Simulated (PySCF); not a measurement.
Compound: CH₆O₃Si.
Z-matrix (Å and degrees, PBE0-D3(BJ)/def2-TZVP geometry), rows numbered from 1:
```
C 
Si  1  1.8468
O   2  1.6387  1  113.40
O   2  1.6368  1  105.58  3  -119.24
O   2  1.6473  1  112.20  3   117.29
H   1  1.0920  2  110.36  3    57.50
H   1  1.0929  2  111.05  3   176.88
H   1  1.0918  2  110.95  3   -62.63
H   3  0.9580  2  115.93  1   103.75
H   4  0.9586  2  116.78  1   167.32
H   5  0.9574  2  117.73  1    59.74
```

The closed-shell ground state was solved at several levels (PySCF, density fitting, gas phase, non-relativistic). Isolated species at its PBE0-D3(BJ)/def2-TZVP geometry (one conformer only).

| level | basis functions | HOMO (eV) | LUMO (eV) | gap (eV) | dipole (D) |
| --- | --- | --- | --- | --- | --- |
| B97-2/pcSseg-2 | 271 | -8.49 | 0.15 | 8.64 | 1.45 |
| PBE0/pcSseg-2 | 271 | -8.77 | 0.11 | 8.88 | 1.45 |
| wB97X-D/pcSseg-2 | 271 | -10.69 | 1.84 | 12.53 | 1.47 |

What might KT3/pcSseg-2 (271 basis functions) give for the same quantities?

HOMO -7.34 eV, LUMO -0.85 eV, gap 6.49 eV, dipole 1.36 D.

Over all these levels, which gives the widest orbital gap and which the narrowest?

wB97X-D/pcSseg-2 (range-separated hybrid) has the widest, 12.53 eV, and KT3/pcSseg-2 (GGA) the narrowest, 6.49 eV. From the narrowest to the widest the HOMO moves by -3.35 eV and the LUMO by +2.69 eV.

In the pcSseg-2 basis, how does the gap go with the fixed share of exact exchange?

KT3 (0 %) 6.49 eV; B97-2 (21 %) 8.64 eV; PBE0 (25 %) 8.88 eV. Each rise in the share widens the gap here.

How far do the dipole and the HOMO energy spread over the levels?

The dipole runs from 1.36 to 1.47 D (mean 1.43 D) and the HOMO from -10.69 to -7.34 eV.
